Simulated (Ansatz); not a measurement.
The cluster Ge₂O. Total charge 0; triplet. Geometry r2SCAN-D4/def2-TZVP; atoms count from 1.

```
atom   x (Å)   y (Å)   z (Å)
 Ge1   0.074   0.029   1.315
 Ge2  -0.877  -0.248  -0.951
  O3   0.802   0.218  -0.363
```

At PBE0-D4/def2-TZVP a singlet of charge 0 lies 0.48 eV below the triplet, each at its own geometry. The structure comes from a short search, and lower isomers may exist.

(1) Estimate the Mulliken populations from the PBE0/def2-TZVP orbitals of Ansatz.

(2) Where does the spin sit?

(3) And the Mayer bond orders between heavy atoms (over 0.3)?

Results:

(1) 
```tsv
atom	charge (e)	spin (α − β)
Ge1	0.23	0.87
Ge2	0.23	0.87
O3	-0.47	0.26
```
Mulliken values depend strongly on the basis.

(2) Summed by element: Ge 1.74, O 0.26, of 2 unpaired in all. Largest on single atoms: Ge1 0.87, Ge2 0.87, O3 0.26.

(3) Ge1–Ge2 1.19 (2.47 Å); Ge1–O3 0.97 (1.84 Å); Ge2–O3 0.97 (1.84 Å).
